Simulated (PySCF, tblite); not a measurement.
Isomers of [C5H10OS]+ (charge +1 and doublet state), one GFN2-xTB conformer each. Single-point energies are computed at B3LYP/pcH-1 (PySCF, gas phase, no added dispersion term), electronic only. GFN2-xTB treats the open shell by occupation alone, and not every SCF solution was tested for stability.

Question: Rank them by B3LYP/pcH-1 energy, lowest first (kJ/mol).
A. `[CH3:1][C:2](=[O+:3])[CH2:4][CH2:5][CH2:6][SH:7]` (charge +1 and doublet state) with C1–C2–C4–C5 -151°, C2–C4–C5–C6 -56°, C4–C5–C6–S7 164°, C5–C6–S7–H -35°
B. `[CH3:1][CH2:2][S+:3][CH2:4][CH2:5][CH:6]=[O:7]` (charge +1 and doublet state) with C1–C2–S3–C4 -67°, C2–S3–C4–C5 -128°, S3–C4–C5–C6 -167°, C4–C5–C6–O7 9°

Answer: A (0.0), B (18.6).

As drawn, the lower has an S–H bond, which the higher lacks. Neighbours under 21 kJ/mol apart (CC(=[O+])CCCS and CC[S+]CCC=O) can change places with a better method, another conformer or zero-point energy. GFN2-xTB itself gives, in the same order: 0.0, 54.4. Both levels put the same isomer lowest.

Question: What happens when harmonic zero-point energies from GFN2-xTB frequencies are added?

Answer: 
| SMILES | ZPE (kJ/mol) | electronic (kJ/mol) | with ZPE (kJ/mol) |
| --- | --- | --- | --- |
| CC(=[O+])CCCS | 355.8 | 0.0 | 0.0 |
| CC[S+]CCC=O | 361.0 | 18.6 | 23.7 |

The zero-point energies span 5.2 kJ/mol. The order is unchanged.
